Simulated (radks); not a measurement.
Results of a calculation; reference values are marked as such.
The nitrogen anion N3-, [Ne], held by a Watson sphere: a shell of charge +3 at radius R that stands for the Madelung well of a crystal (potential energy -3/R inside, -3/r outside, in hartree with lengths in bohr). Level of theory: non-relativistic Kohn-Sham, LDA (Slater exchange, Perdew-Wang correlation), spin-polarised, spherical densities, point nucleus (a radial shooting solver on a logarithmic mesh with Libxc functionals). Response by self-consistent Sternheimer equations with the Hartree and adiabatic LDA kernel. The sphere does not respond.

\begin{tabular}{lrrrrrrr}
R (bohr) & e(1s) (eV) & e(2s) (eV) & e(2p) (eV) & <r> 2p (bohr) & sum of <r^2> (bohr^2) & X-ray form factor at sin(theta)/lambda = 0.3 1/angstrom & alpha (bohr^3) \\ \hline
1.63 & -373.38 & -20.383 & -9.016 & 1.594 & 24.28 & 3.517 & 13.35 \\
1.82 & -373.87 & -19.293 & -8.268 & 1.675 & 26.71 & 3.376 & 16.72 \\
1.89 & -374.03 & -18.917 & -8.007 & 1.705 & 27.63 & 3.335 & 18.15 \\
2.08 & -374.40 & -17.973 & -7.341 & 1.784 & 30.15 & 3.249 & 22.62 \\
3.11 & -375.12 & -14.624 & -4.710 & 2.199 & 45.41 & 3.138 & 70.25 \\
3.14 & -375.13 & -14.563 & -4.655 & 2.211 & 45.91 & 3.139 & 72.46 \\
3.28 & -375.13 & -14.298 & -4.413 & 2.266 & 48.27 & 3.142 & 83.60 \\
3.8 & -375.11 & -13.561 & -3.679 & 2.472 & 57.75 & 3.155 & 138.2 \\
\end{tabular}
